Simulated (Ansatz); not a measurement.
`N=C([SiH3])[SiH2]N` + `[OH][AlH][SiH3]` → `[SiH3][O][AlH][SiH3]` + `N=C[SiH2]N`  (ligand exchange at the Si–C bond)

Gas-phase electronic energies from Ansatz, PBE0-D4/def2-TZVP geometries. CCSD(T)/CBS adds triple-zeta CCSD(T) − MP2 to the extrapolated MP2 energy (def2 sets, frozen cores). DFT in def2-TZVPP. One conformer a species, not always the lowest.

CCSD(T)/CBS gives -116.9 kJ/mol.

(1) Another level gave -110.0 kJ/mol. Which?
A. PBE0/def2-TZVPP
B. PBE/def2-TZVPP
C. r2SCAN/def2-TZVPP
D. HF/def2-TZVPP

Largest T1 diagnostic among the species: 0.014.

Results:

(1) A. PBE0 -110.0, r2SCAN -114.3, HF/def2-TZVPP -149.4, PBE -99.9 kJ/mol.

From PBE to PBE0 (25 % exact exchange), in def2-TZVPP and without D4, ΔE moves by −10.2 kJ/mol. The D4 term adds +4.3 kJ/mol with B3LYP and +2.3 kJ/mol with PBE0; it sums over pairs of atoms, weighted by their polarisabilities, and B3LYP, whose exchange is more repulsive, gets the larger term. In def2-TZVPP, CCSD(T) changes the Hartree–Fock value by +31.7 kJ/mol (the triples alone add +5.6 kJ/mol) and MP2 by +30.5 kJ/mol.

B3LYP here is the variant with VWN-RPA as its local correlation; programs differ in this.
